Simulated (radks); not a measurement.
Species: Mo+. Configuration: [Kr] 4d3 4f2 (not the ground configuration).

All-electron calculation, Dirac Kohn-Sham, BLYP, spin-unpolarised, spherical densities, finite nucleus; open shells fill j = l - 1/2 first; Fermi nuclear charge, rms radius 4.4091 fm. Program: a radial shooting solver on a logarithmic mesh with Libxc functionals.

Energy parts (eV):
part                       energy
total                 -110161.638
kinetic                114235.035
electron-nucleus      -265283.710
Hartree                 44246.897
exchange-correlation    -3359.859

Orbitals (lengths in bohr, moments of r in powers of bohr; <r^-3> diverges for s and p1/2):
orbital  occ.  eigenvalue (eV)   <1/r>     <r^2>      <r^4>   <r^-3>
1s1/2       2        -19838.79   43.55  0.001669  7.207e-06        -
2s1/2       2        -2820.890   9.912   0.02779   0.001333        -
2p1/2       2        -2597.236   9.890   0.02098  0.0008856        -
2p3/2       4        -2490.614   9.417   0.02235  0.0009915     2398
3s1/2       2        -498.4918   3.390    0.2108    0.06888        -
3p1/2       2        -413.4048   3.290    0.2089    0.07135        -
3p3/2       4        -395.8431   3.176    0.2192    0.07842    400.2
3d3/2       4        -245.3445   2.988    0.2054    0.08192    58.40
3d5/2       6        -242.0179   2.958    0.2088    0.08446    55.67
4s1/2       2         -85.8709   1.249     1.360      2.782        -
4p1/2       2         -61.3711   1.132     1.627      4.146        -
4p3/2       4         -58.7699   1.100     1.706      4.556    59.42
4d3/2       3         -22.8481  0.8123     3.129      17.56    5.073
4d5/2       0         -22.5666  0.8051     3.179      18.13    4.816
5s1/2       0         -17.4686  0.4648     8.803      114.3        -
5p1/2       0         -12.1413  0.3920     12.32      228.4        -
5p3/2       0         -11.8012  0.3832     12.84      247.7    7.807
5d3/2       0          -5.3994  0.2501     30.45       1396   0.5528
5d5/2       0          -5.3686  0.2488     30.74       1422   0.5295
4f5/2       2          -2.9344  0.1928     45.30       3429  0.01749
4f7/2       0          -2.9341  0.1927     45.32       3431  0.01746

The highest occupied level is 4f5/2 at -2.934 eV. The configuration is held as typed, so some empty levels lie below it. The density falls to 0.001 e/bohr^3 at r = 5.21 bohr. Summed over all electrons, <r^2> = 116.8 bohr^2, which gives a Langevin (diamagnetic) susceptibility term of -92.5 x 10^-6 cm^3/mol.
